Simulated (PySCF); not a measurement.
**Working out the ionisation energy of Ar⁺**

Ar⁺ [Ne] 3s2 3p5 (2P) → Ar²⁺ [Ne] 3s2 3p4 (3P). Computed with PySCF 2.14 in def2-SVP, with no relativity, point nucleus. Frozen: [Ne]. Energies in hartree (1 hartree = 27.21139 eV):

| part | Ar⁺ (lower) | Ar²⁺ (upper) |
| --- | --- | --- |
| UHF | -526.086378 | -525.106408 |
| CCSD correlation | -0.130608 | -0.109056 |
| (T) | -0.000886 | -0.000920 |

**Question.** What does Hartree-Fock give?

**Answer.** (-525.106408) − (-526.086378) = 0.979970 hartree = 26.666 eV.

**Question.** What do CCSD and CCSD(T) give?

**Answer.** The CCSD correlation energies differ by 0.021552 hartree = 0.586 eV and the triples by -0.000034 hartree = -0.001 eV, so CCSD gives 27.252 eV and CCSD(T) 27.251 eV.

Reference: 27.630 eV (measured; NIST Atomic Spectra Database, ionization energies), between the lowest levels; spin-orbit coupling is absent from the calculation.

A double-zeta basis recovers only part of the correlation energy.

What remains against the reference includes basis incompleteness, the frozen core and higher excitations.
